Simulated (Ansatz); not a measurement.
Ideal-gas functions of FHSZn (`[F][Zn][SH]`) at 600 K and 1 bar, from an Ansatz frequency run at PBE0-D4/def2-TZVP.

Molar mass 117.46 g/mol, point group Cs (symmetry number 1), electronic degeneracy 1, moments of inertia 1.761, 197.896, 199.657 u Å². Harmonic wavenumbers (cm⁻¹, unscaled): 128, 135, 393, 670, 685, 2702.

Use S(trans) = R[1.5 ln M + 2.5 ln T − 1.1517]; rotational temperatures θ = 24.2544 K / I; S(rot) = R[ln(√π/σ · √(T³/θAθBθC)) + 1.5]; for each mode x = 1.438777 ν̃/T, S = R[x/(eˣ − 1) − ln(1 − e⁻ˣ)] and H = RT x/(eˣ − 1); 1 cm⁻¹ = 0.0119627 kJ/mol; R = 8.31446 J/(mol·K).

Q: By hand: the entropy, in J/(mol·K).

A: Translation 182.8. Rotation: θ = 13.7731, 0.1226, 0.1215 K, giving 103.6. Vibration, mode by mode: 18.17, 17.73, 9.11, 5.21, 5.06, 0.10, in all 55.4. Electronic 0.0. Sum 341.8 J/(mol·K).

Q: By hand: H − E and G − E in kJ/mol, counted from the electronic energy.

A: Zero-point energy ½ × 4713 × 0.0119627 = 28.2; thermal vibration 15.5; translation, rotation and pV give 4 RT = 20.0. H − E = 63.7 kJ/mol, and G − E = 63.7 − 600 × 341.8/1000 = -141.4 kJ/mol.

Vibration gives 16 % of the entropy, 35.9 J/(mol·K) of it from the modes under 150 cm⁻¹: soft modes count most, and the harmonic formula is weakest for them. The sum counts one conformer and one mirror image; others add a mixing term.
